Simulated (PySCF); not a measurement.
## Tc²⁺: ionisation energy

Tc²⁺ [Kr] 4d5 [4d3/2^4 4d5/2^1, M_J = 5/2] → Tc³⁺ [Kr] 4d4 [4d3/2^4, M_J = 0], as a difference of total energies. Computed with PySCF 2.14 in x2c-QZVPPall-2c (13s12p9d4f2g, 140 functions), with the two-component X2C-1e Hamiltonian. Correlated levels: [Ar] 3d10 frozen; the 32 highest virtual spinors dropped. "Screened" scales the spin-orbit matrix elements by Boettger's factors to mimic the two-electron term; Breit and QED terms are absent.

```csv
method,ionisation energy (eV)
GHF (spin-free),28.880
GMP2 (spin-free),29.787
GHF (screened spin-orbit),28.736
GMP2 (screened spin-orbit),29.635
```

How much does correlation contribute at GMP2 (screened spin-orbit)?

29.635 − (28.736) = 0.899 eV, measured against GHF (screened spin-orbit).

The spin-free rows relax to the high-spin LS determinant and lack the spin-orbit shift.

The labels give the starting determinants; with spin-orbit coupling the two ends relaxed to ⟨J²⟩ = 8.75, ⟨L²⟩ = 0.02, ⟨S²⟩ = 8.74 and ⟨J²⟩ = 3.70, ⟨L²⟩ = 5.97, ⟨S²⟩ = 5.97.

The determinant of Tc³⁺ mixes levels of different J (the jj label is only the starting occupation), so the difference between spin-free and spin-orbit rows is not the physical spin-orbit shift.

For comparison: 29.55 eV (semi-empirical (NIST evaluation); NIST Atomic Spectra Database, ionization energies).
